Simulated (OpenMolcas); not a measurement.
## Hg: effect of the basis set

```json
{"Program": "OpenMolcas", "Method": "SS-CASPT2, IPEA 0.25 Eh, imaginary shift 0.1 Eh (closed shells correlated: 5d)", "Active space": "2 electrons in 8 orbitals (6s 6p 7s 7p)", "State averaging": "2S+1 = 3 even, 3 roots (0 in the spin-orbit step); 2S+1 = 1 even, 1 root; 2S+1 = 3 odd, 3 roots; 2S+1 = 1 odd, 3 roots", "Spin-orbit coupling": "state interaction with AMFI integrals over the reference wave functions, term energies averaged over their components"}
```

A. ANO-RCC-VTZP [8s7p5d3f1g], DKH2, point nucleus; CASPT2 step about 3 core-seconds
B. ANO-RCC-VQZP [9s8p6d4f2g1h], DKH2, point nucleus; CASPT2 step about 8 core-seconds
C. ANO-RCC [10s10p9d6f4g2h], DKH2, point nucleus; CASPT2 step roughly 24 core-seconds

Energies in cm⁻¹ above 6s² ¹S₀, the measured ground level; measured values from NIST Handbook of Basic Atomic Spectroscopic Data.

```json
{"Level": "6s² ¹S₀", "A": "0.0", "B": "0.0", "C": "0.0", "Measured": "0.0"}
{"Level": "6s 6p ³P°₀", "A": "37807", "B": "37870", "C": "37866", "Measured": "37645"}
{"Level": "6s 6p ³P°₁", "A": "39357", "B": "39517", "C": "39502", "Measured": "39412"}
{"Level": "6s 6p ³P°₂", "A": "43074", "B": "43116", "C": "43098", "Measured": "44043"}
{"Level": "6s 6p ¹P°₁", "A": "54033", "B": "53858", "C": "53568", "Measured": "54069"}
```

Deviations, from unrounded energies. A percentage is the sum of absolute deviations over the sum of measured energies, with the sign that they share, or ± where signs differ.

| Against measurement | Levels | A | B | C |
| --- | --- | --- | --- | --- |
| mean absolute deviation (cm-1) | 4 | 310 | 370 | 440 |
| other configurations (%) | 4 | ±0.7 | ±0.8 | ±1.0 |

A lies closest to measurement on these levels and C furthest from it. The largest miss of A in the table is 6s 6p ³P°₂, by -970 cm-1. The ranking rests on the paired levels alone, and a cruder setting can come out closer through cancelling errors.

Among A to C the level of the table that moves most is 6s 6p ¹P°₁, by 460 cm-1 (lowest in C, highest in A).

Some high roots are left out of the spin-orbit mixing, which shifts the levels that they would mix with. Active for correlation alone: 7p 7s; no level in the range computed is led by a configuration that fills them, so any true level of that kind is missing. Spin-orbit splittings of 6p shells tend to come out small when the coupling is added on scalar orbitals. Computed and measured levels are paired by configuration, term and J; levels that our copy of the source lacks, or whose pairing is in doubt (as where it misses far off the trend of its configuration), stay unpaired and out of the deviations. Only configurations of the active space appear.

° marks odd parity.
